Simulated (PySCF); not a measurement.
## Working out the ionisation energy of I²⁺

I²⁺ [Kr] 4d10 5s2 5p3 (4S) → I³⁺ [Kr] 4d10 5s2 5p2 (3P). Calculation: PySCF 2.14, in def2-QZVPPD with the def2 core potential (28 electrons); scalar relativity through the core potential. Frozen: 4s2 4p6 4d10. Energies in hartree (1 hartree = 27.21139 eV):

```json
{"part": "UHF", "I²⁺ (lower)": "-295.658984", "I³⁺ (upper)": "-294.560847"}
{"part": "CCSD correlation", "I²⁺ (lower)": "-0.084235", "I³⁺ (upper)": "-0.067015"}
{"part": "(T)", "I²⁺ (lower)": "-0.002553", "I³⁺ (upper)": "-0.001430"}
```

**Question.** What does Hartree-Fock give?

**Answer.** (-294.560847) − (-295.658984) = 1.098137 hartree = 29.882 eV.

**Question.** What do CCSD and CCSD(T) give?

**Answer.** The CCSD correlation energies differ by 0.017220 hartree = 0.469 eV and the triples by 0.001123 hartree = 0.031 eV, so CCSD gives 30.351 eV and CCSD(T) 30.382 eV.

Reference: 29.57 ± 0.025 eV (measured; NIST Atomic Spectra Database, ionization energies), between the lowest levels; spin-orbit coupling is absent from the calculation.

What remains against the reference includes basis incompleteness, the frozen core and higher excitations.
